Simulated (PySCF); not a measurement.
Ti(Cl)2(OH) (Cl2HOTi), SMILES [Cl][Ti]([OH])[Cl] (connectivity only; charge and spin as stated), neutral, multiplicity 2. The structure is a stationary point at PBE0-D3(BJ)/def2-SVP. The multiplicity is an assumed one; other spin states were not compared. The isomer is the one that the SMILES or the coordinates give; other isomers of the formula were not compared. One conformer was computed; it need not be the lowest.

Method: PBE0-D3(BJ)/def2-SVP in PySCF.

Harmonic wavenumbers (cm⁻¹): 86, 105, 139, 186, 355, 389, 493, 851, 3976. Rotational constants (GHz): 4.071, 1.930, 1.309; symmetry number 2.

Q: Work out the zero-point energy and the ideal-gas rigid-rotor harmonic-oscillator thermochemistry at 298.15 K and 1 atm.

A: ZPE = ½ Σ hcν = ½ × 6580 cm⁻¹ = 39.35 kJ/mol. H − E(el) = 58.99 kJ/mol. Entropy in J/(mol K): translation 169.99, rotation 110.71, vibration 63.52, spin 5.76, total 349.99. G − E(el) = -45.36 kJ/mol. Cp = 85.87 J/(mol K). Modes under 150 cm⁻¹ make the vibrational entropy uncertain.
